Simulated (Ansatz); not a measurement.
The cluster CuSi₆⁺. The state is a triplet with charge 1. Geometry B3LYP-D4/def2-SVP, that of the charge +1 singlet; atoms count from 1.

Cartesian coordinates in Å:
```
Cu 0.4737 2.2308 0.4499
Si 1.2389 0.0267 0.3806
Si 0.1738 -1.4001 1.9349
Si -1.5412 0.9279 0.6326
Si 0.9861 -1.2358 -1.7314
Si -0.3950 0.7136 -1.4890
Si -0.9363 -1.2631 -0.1777
```

At PBE0-D4/def2-TZVP a singlet of charge 1 lies 1.46 eV below the triplet at the same geometry. The structure comes from a short search, and lower isomers may exist.

Question: Estimate the Mulliken populations from the PBE0/def2-TZVP orbitals of Ansatz.

Answer: 
| atom | charge (e) | spin (α − β) | d electrons |
| --- | --- | --- | --- |
| Cu1 | 0.16 | 0.00 | 9.84 |
| Si2 | 0.13 | 0.08 | – |
| Si3 | 0.18 | 1.19 | – |
| Si4 | 0.16 | -0.05 | – |
| Si5 | 0.12 | 0.28 | – |
| Si6 | 0.17 | 0.45 | – |
| Si7 | 0.08 | 0.04 | – |
Mulliken values and Mayer orders depend strongly on the basis.

Question: Where does the spin sit?

Answer: Summed by element: Cu 0.00, Si 2.00, of 2 unpaired in all. Largest on single atoms: Si3 1.19, Si6 0.45, Si5 0.28.

Question: And the Mayer bond orders between bonded heavy atoms (over 0.3)?

Answer: Cu1–Si2 0.62 (2.33 Å); Cu1–Si4 0.53 (2.41 Å); Cu1–Si6 0.34 (2.61 Å); Si2–Si3 0.88 (2.36 Å); Si2–Si5 0.71 (2.47 Å); Si2–Si6 0.44 (2.58 Å); Si2–Si7 0.57 (2.59 Å); Si3–Si7 0.82 (2.39 Å); Si4–Si6 0.72 (2.42 Å); Si4–Si7 0.73 (2.41 Å); Si5–Si6 0.81 (2.40 Å); Si5–Si7 0.69 (2.47 Å); Si6–Si7 0.62 (2.43 Å). Values over 0.3 also appear between atoms too far apart for a bond (Si2–Si4 0.31 at 2.93 Å; Si3–Si4 0.32 at 3.17 Å); they arise where an orbital or an unpaired electron spreads over both atoms.
